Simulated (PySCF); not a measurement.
Cd(Br)(SiH3) (BrCdH3Si), SMILES [SiH3][Cd][Br]. Geometry: PBE-D3(BJ)/def2-SVP. The structure was generated by enumeration; whether it is a known compound was not checked. The def2 effective core potentials stand for the cores of Cd; spin–orbit coupling is left out.

Give the equilibrium geometry at PBE-D3(BJ)/def2-SVP (PySCF confirms it by a frequency run) as Cartesian coordinates in Å, and its point group. (Estimate from the structure and the level; the computed values follow.)

point group C3v.
```xyz
6

Cd     0.0000     0.0000     0.4188
Br     0.0000     0.0000    -2.0347
Si     0.0000     0.0000     2.9143
H     -1.2220    -0.7055     3.4383
H      0.0000     1.4111     3.4383
H      1.2220    -0.7055     3.4383
```
Charge 0, spin multiplicity 1.
